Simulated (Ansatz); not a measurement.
Z-matrix (Å, degrees):
```
C
S 1 1.802
H 1 1.091 2 110.8
H 1 1.089 2 110.5 3 -122.5
H 1 1.090 2 107.0 3 118.7
C 2 1.753 1 100.4 3 61.2
Si 6 1.802 2 122.3 1 142.4
O 6 1.508 2 116.6 1 74.3
H 6 1.089 2 114.8 1 -56.2
Cl 7 2.028 6 121.8 2 154.1
H 7 1.470 6 125.0 2 -1.5
```

Charge 0, multiplicity 1.

Q: List the r2SCAN/def2-TZVPP orbital energies in eV (the Gaussian-basis code of Ansatz). (Estimate.)

A: The calculation gave: Occupied: -2753.91, -2409.24, -1792.69, -516.14, -275.13, -273.78, -255.30, -213.63, -193.84, -193.71, -193.70, -157.74, -157.63, -157.47, -143.02, -97.91, -97.90, -97.83, -27.01, -22.06, -20.87, -17.93, -15.22, -13.78, -12.11, -11.63, -11.03, -10.58, -10.44, -10.17, -9.24, -8.74, -8.67, -7.36, -6.89, -5.85. Lowest empty: -1.01, -0.48, 0.41, 0.60, 1.17, 1.60, 2.25, 2.53.
